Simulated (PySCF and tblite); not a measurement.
The numbers below are computed, except where a source is named.
C₆H₅BrO, numbered as in [OH:1][c:2]1[cH:3][cH:4][cH:5][cH:6][c:7]1[Br:8].

Level: PBE0-D3(BJ)/pcSseg-1//GFN2-xTB, thermal terms from GFN2-xTB, symmetry numbers and mirror pairs counted. Conformers within 2.5 kcal/mol (GFN2-xTB free energy) were kept, 3 at most. GIAO shieldings: PBE0/pcSseg-1. Shifts are against TMS (¹H), TMS (¹³C) at the same level. Programs: PySCF with density fitting and tblite.

Q: Predict the averaged NMR shifts at 298.15 K.

A: ¹H: 7.71 (H6, 1H), 7.52 (H4, 1H), 7.33 (H3, 1H), 7.09 (H5, 1H) ppm. ¹³C: 160.4 (C2), 138.1 (C6), 135.1 (C4), 127.9 (C7), 125.4 (C5), 121.2 (C3) ppm.

Q: How do the conformers differ?

A: Torsions listed: H1–O1–C2–C3.
```
conformer  shape  weight %
        1   180°      99.8
        2     0°       0.2
```

```json
{"signal": "H3", "1": "7.33", "2": "6.80", "average": "7.33"}
{"signal": "H4", "1": "7.52", "2": "7.36", "average": "7.52"}
{"signal": "H5", "1": "7.09", "2": "7.10", "average": "7.09"}
{"signal": "H6", "1": "7.71", "2": "7.82", "average": "7.71"}
{"signal": "C2", "1": "160.4", "2": "160.6", "average": "160.4"}
{"signal": "C3", "1": "121.2", "2": "118.1", "average": "121.2"}
{"signal": "C4", "1": "135.1", "2": "133.3", "average": "135.1"}
{"signal": "C5", "1": "125.4", "2": "125.7", "average": "125.4"}
{"signal": "C6", "1": "138.1", "2": "140.3", "average": "138.1"}
{"signal": "C7", "1": "127.9", "2": "129.5", "average": "127.9"}
```

Spin–orbit effects of the heavy atoms on shieldings are missing. H on N, O and S are left out: they exchange, and hydrogen bonds move them by several ppm. At a carbon that bears Br the missing effect is some 10 ppm, beside I tens of ppm. Shifts are unscaled: against experiment ¹³C can be off by 15 ppm or more and ¹H by 0.8 ppm.
